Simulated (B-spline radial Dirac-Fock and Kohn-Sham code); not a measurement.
## K-line shifts caused by a second vacancy in Nd³⁺

System: the Nd³⁺ ion in the configuration [Xe] 4f3, inside a Watson sphere of charge -3 and radius 2.4 Å (a model of the Madelung potential; inside it an electron's potential energy is raised by 18.0 eV).

Model: Dirac-Fock (average of configuration) total-energy differences with a finite nucleus, the Breit interaction including its frequency dependence, and self-energy and vacuum-polarisation corrections. Program: an atomic code on a B-spline grid. Each two-hole energy is an average over J within one jj subconfiguration, not an observable level; in light atoms, where LS coupling holds, the j-resolved values are not observed lines, and for a K spectator the Kα1 hypersatellite is nearly forbidden. Correlation energy is missing from these numbers.

Lines without a spectator: Kα2 (K-L2) 36844.2 eV, Kα1 (K-L3) 37358.0 eV, Kβ3 (K-M2) 42160.8 eV, Kβ1 (K-M3) 42265.3 eV. Shifts in eV with one spectator hole (a dash: not computed, or left out as unreliable):

```csv
spectator hole,Kα2,Kα1,Kβ3,Kβ1
L2 (2p1/2),+85.5,+110.5,–,+224.9
L3 (2p3/2),+75.9,+78.6,+187.7,–
M2 (3p1/2),–,+14.88,+31.8,+38.1
M3 (3p3/2),+9.74,–,+30.3,+30.0
M4 (3d3/2),+2.57,-0.65,–,–
M5 (3d5/2),-1.58,+1.16,–,–
```

Task: Where does the K-L3 hypersatellite lie, emitted when both K electrons are missing?

Result: +763.6 eV from the normal line, at 38121.6 eV. Removing both K electrons costs 88201.9 eV, which is 1026.8 eV more than twice the K binding energy.

With n spectator holes in 2p, averaged over the 2p shell (energies in eV):

| n | KαLⁿ | step | hypersatellite KαʰLⁿ |
| --- | --- | --- | --- |
| 0 | 37186.7 | – | 37938.7 |
| 1 | 37273.6 | +86.9 | 38027.3 |
| 2 | 37361.8 | +88.3 | 38117.2 |
| 3 | 37451.5 | +89.7 | 38208.6 |
| 4 | 37542.6 | +91.1 | 38301.3 |
| 5 | 37635.1 | +92.5 | 38395.5 |
